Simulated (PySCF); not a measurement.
**SMILES C=C[C@H]1C(=C)[CH2][Ge@@H]1[F], C6H9FGe**

Cartesian coordinates in Å; atom numbers follow the order of the lines, from 1:
```xyz
17

C     2.8066   -0.0433   -0.0905
C     1.5600   -0.0851    0.3511
C     0.3706    0.1278   -0.4958
C    -0.8597   -0.6878   -0.1621
C    -0.8661   -1.9284    0.2864
C    -2.0610    0.2092   -0.3554
Ge   -0.8213    1.7946   -0.3540
F    -0.9161    2.7042   -1.8847
H     3.6495   -0.1820    0.5644
H     3.0316    0.1441   -1.1281
H     1.3555   -0.2709    1.3983
H     0.6272    0.0243   -1.5556
H    -1.7837   -2.4384    0.5289
H     0.0459   -2.4882    0.4096
H    -2.8327    0.0845    0.4002
H    -2.5166    0.0653   -1.3367
H    -0.7967    2.9822    0.6224
```

Computed with TDDFT PBE0/def2-SVPD circular dichroism and optical rotation, one conformer, gas phase in PySCF. Geometry: GFN2-xTB.

The molecule is flexible and this is one conformer; a measurement averages over conformers. The calculation is non-relativistic, which matters for the atoms heavier than Zn. States above about 7.0 eV (minus the energy of the highest occupied orbital) lie near or above the ionisation threshold and depend on the basis.

Draw the ECD and absorption spectra from the lowest 16 states, each a Gaussian of half-width 0.3 eV at 1/e height.


| E (eV) | λ (nm) | Δε (L mol⁻¹ cm⁻¹) | ε (L mol⁻¹ cm⁻¹) |
| --- | --- | --- | --- |
| 4.80 | 258 | -0.01 | 90.9 |
| 4.90 | 253 | -0.04 | 248 |
| 5.00 | 248 | -0.11 | 544 |
| 5.10 | 243 | -0.30 | 975 |
| 5.20 | 239 | -0.90 | 1470 |
| 5.30 | 234 | -2.65 | 2030 |
| 5.40 | 230 | -6.97 | 2870 |
| 5.50 | 226 | -15.38 | 4440 |
| 5.60 | 222 | -27.90 | 6930 |
| 5.70 | 218 | -41.36 | 9910 |
| 5.80 | 214 | -49.90 | 12400 |
| 5.90 | 210 | -48.53 | 13700 |
| 6.00 | 207 | -37.05 | 14000 |
| 6.10 | 203 | -20.32 | 13600 |
| 6.20 | 200 | -4.37 | 13000 |
| 6.30 | 197 | +7.59 | 12000 |
| 6.40 | 194 | +15.66 | 10500 |
| 6.50 | 191 | +20.99 | 8910 |
| 6.60 | 188 | +24.67 | 7990 |
| 6.70 | 185 | +29.01 | 8660 |
| 6.80 | 182 | +37.30 | 11100 |
| 6.90 | 180 | +49.87 | 14700 |
| 7.00 | 177 | +60.84 | 17800 |
| 7.10 | 175 | +61.76 | 18900 |
| 7.20 | 172 | +49.50 | 17300 |
| 7.30 | 170 | +29.17 | 13900 |
| 7.40 | 168 | +9.36 | 9990 |

Δε uses R in velocity form, ε uses f in length form. Only the states computed contribute, so the short-wavelength end is incomplete.
